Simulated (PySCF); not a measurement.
Z-matrix (Å, degrees):
```
Ti
N 1 1.8913
H 2 1.0177 1 127.71
H 2 1.0196 3 109.35 1 172.72
N 1 1.8914 2 110.03 3 -106.68
H 5 1.0178 1 127.78 2 -12.60
H 5 1.0196 6 109.33 1 -172.79
N 1 1.8914 2 109.98 3 12.63
H 8 1.0178 1 127.73 2 106.53
H 8 1.0196 9 109.34 1 -172.78
N 1 1.8914 2 108.37 3 132.99
H 11 1.0178 1 127.73 2 133.18
H 11 1.0196 12 109.34 1 172.85
```
Charge 0, spin multiplicity 1.

Question: What charge on the central atom (Mulliken), total energy, LUMO, dipole moment, HOMO, HOMO–LUMO gap and charge on the central atom (meta-Löwdin) does TPSSh-D3(BJ)/def2-TZVP // r2SCAN-D4/def2-SVP (PySCF) give?

Answer: 
```
Quantity                                         Result
----------------------------------------  -------------
charge on the central atom (Mulliken)            1.59 e
total energy                              -1073.5552 Ha
LUMO                                           -1.18 eV
dipole moment                                    0.00 D
HOMO                                           -6.01 eV
HOMO–LUMO gap                                   4.83 eV
charge on the central atom (meta-Löwdin)         1.22 e
```
